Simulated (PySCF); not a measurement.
AsPb at PBE0

Computed with PBE0; basis As cc-pVDZ-PP with ECP10, Pb cc-pVDZ-PP with ECP60; scalar-relativistic core potentials; PySCF 2.14.

For AsPb, the state is ²Π (doublet), unpaired electrons π ↑. The bond length is 2.522 Å. The harmonic wavenumber is 244 cm⁻¹. The force constant is 1.94 mdyn/Å and the rotational constant Be is 0.04812 cm⁻¹. The anharmonicity ωexe is 0.990 cm⁻¹. The vibration–rotation constant αe is 0.000170 cm⁻¹. The well depth De to As + Pb is 220 kJ/mol. The dissociation energy D0 is 219 kJ/mol, the bond order (Mayer) is 2.18 and the dipole moment (positive dipole means As(−)Pb(+)) is 2.42 D.

These are scalar-relativistic numbers at best; spin–orbit coupling would shift them, the dissociation energy most. The state was picked by a PBE0 search and need not be the measured ground state.
